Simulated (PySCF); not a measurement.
BBr3, charge -1, multiplicity 2. Atoms are numbered in the order given.

```xyz
4

B      0.0000     0.0000    -0.5311
Br     1.6913     0.9764     0.0253
Br     0.0000    -1.9529     0.0253
Br    -1.6913     0.9764     0.0253
```
Charge -1, spin multiplicity 2.

Geometry: B3LYP-D3(BJ)/def2-SVPD. The multiplicity is an assumed one; no other spin state was optimised. The isomer is the one that the SMILES or the coordinates give; other isomers of the formula were not compared.

All values below come from PBE/def2-SVPD run with PySCF.

Mulliken values depend strongly on the basis, most of all with diffuse functions as here. ESP charges are fitted to the potential on shells at 1.4 to 2.0 van der Waals radii. Atomic charges (e):

| atom | Mulliken | ESP fit | Mulliken spin |
|---|---|---|---|
| B1 | 0.19 | -0.18 | 1.03 |
| Br2 | -0.40 | -0.27 | -0.01 |
| Br3 | -0.40 | -0.27 | -0.01 |
| Br4 | -0.40 | -0.27 | -0.01 |
